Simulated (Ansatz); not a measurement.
Consider the substitution at a C–Al bond: `B[CH2][Al]([CH3])[CH3]` + `C=N` → `BCN=C` + `[CH3][AlH][CH3]`.

Computed with Ansatz on PBE0-D4/def2-TZVP structures; ΔE is electronic, products minus reactants. CBS: MP2 limit from def2 TZ/QZ plus the TZ coupled-cluster correction, frozen cores. This one scheme is used for every species. Functionals use def2-TZVPP. B3LYP here is the variant with VWN-RPA as its local correlation; programs differ in this. Each species was taken in one conformer, which may not be the lowest.

```
             level  ΔE (kcal/mol)
          B3LYP-D4           23.5
           ωB97X-V           22.9
CCSD(T)/def2-TZVPP           24.9
      HF/CBS(def2)           19.4
```

(1) What does CCSD(T)/CBS give? (Estimate.)

Largest T1 diagnostic among the species: 0.012.

Results:

(1) Computed: +25.2 kcal/mol. The listed levels differ from it by -1.7, -2.3, -0.3, -5.8 kcal/mol.

In def2-TZVPP, CCSD(T) changes the Hartree–Fock value by +5.5 kcal/mol (the triples alone add +0.8 kcal/mol) and MP2 by +6.1 kcal/mol. The D4 term adds +0.8 kcal/mol with B3LYP and +0.5 kcal/mol with PBE0; it sums over pairs of atoms, weighted by their polarisabilities, and B3LYP, whose exchange is more repulsive, gets the larger term.
